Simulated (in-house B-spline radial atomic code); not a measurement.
Radial electron density of Mg⁺, [Ne] 3s1. Method: scalar-relativistic (X2C) TPSSh, spin-polarised, spherical fractional occupations, Fermi nucleus of rms radius 3.057 fm. Calculated with an all-electron radial atomic-structure program (B-spline basis).

Columns: r (bohr), 4πr²n(r) (electrons per bohr), bar.

```
 0.00504   0.3311 #
 0.00607   0.4653 ##
  0.0073    0.649 ##
 0.00878   0.9004 ###
  0.0106    1.249 ####
  0.0127    1.696 ######
  0.0153    2.301 ########
  0.0184    3.076 ##########
  0.0221    4.045 #############
  0.0266    5.243 #################
  0.0319    6.623 ######################
  0.0384    8.198 ###########################
  0.0462    9.836 #################################
  0.0556    11.38 ######################################
  0.0668    12.61 ##########################################
  0.0804    13.29 ############################################
  0.0967    13.22 ############################################
   0.116    12.37 #########################################
    0.14    10.84 ####################################
   0.168    9.161 ##############################
   0.202    7.837 ##########################
   0.243    7.396 ########################
   0.293    8.022 ###########################
   0.352    9.343 ###############################
   0.423    10.63 ###################################
   0.509    11.09 #####################################
   0.612    10.29 ##################################
   0.736    8.381 ############################
   0.885     5.92 ####################
    1.06    3.631 ############
    1.28    1.884 ######
    1.54   0.9474 ###
    1.85   0.5824 ##
    2.23   0.4808 ##
    2.68     0.42 #
    3.22   0.3068 #
    3.88   0.1688 #
    4.66  0.07056 
    5.61  0.02119 
    6.74 0.004305 
    8.11 0.0005318 
    9.75 3.834e-05
```

On this grid the curve has 2 maxima, near 0.0804, 0.509 bohr.

The 2p up radial function P(r) = rR(r), positive near the nucleus:

| r (bohr) | P |
| --- | --- |
| 0.00504 | 0.001378 |
| 0.0073 | 0.002814 |
| 0.0106 | 0.005756 |
| 0.0153 | 0.01157 |
| 0.0221 | 0.02304 |
| 0.0319 | 0.04511 |
| 0.0462 | 0.08682 |
| 0.0668 | 0.1611 |
| 0.0967 | 0.2858 |
| 0.14 | 0.4748 |
| 0.202 | 0.7194 |
| 0.293 | 0.9777 |
| 0.423 | 1.141 |
| 0.612 | 1.1 |
| 0.885 | 0.8429 |
| 1.28 | 0.4806 |
| 1.85 | 0.1861 |
| 2.68 | 0.04434 |
| 3.88 | 0.004808 |
